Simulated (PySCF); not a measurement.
SMILES [GeH3][Se][SeH], PBE0/def2-SVP optimised geometry.

```
7

Se    -1.28    -1.46     1.92
Se    -0.38     0.01     3.51
H      0.92    -0.68     3.64
Ge    -0.50    -0.33     0.00
H     -1.04    -1.11    -1.21
H     -1.04     1.11     0.00
H      1.04    -0.33     0.00
```

Density from PBE0/def2-TZVP (PySCF 2.14.0) at that geometry.

Minimum of the electron density along straight lines between bonded atoms, close to the bond critical point (lines longer than 1.1 times the sum of covalent radii, or with two minima, are not listed):

| bond | length / Å | ρ at the minimum / e bohr⁻³ | ∇²ρ there / e bohr⁻⁵ | position (fraction from the first atom) |
|---|---|---|---|---|
| Se1–Se2 | 2.345 | 0.102 | -0.04 | 0.50 |
| Se2–H3 | 1.476 | 0.176 | -0.33 | 0.63 |
| Se1–Ge4 | 2.369 | 0.091 | -0.02 | 0.56 |
| Ge4–H5 | 1.541 | 0.133 | 0.05 | 0.59 |
| Ge4–H6 | 1.536 | 0.134 | 0.04 | 0.59 |
| Ge4–H7 | 1.538 | 0.134 | 0.05 | 0.59 |
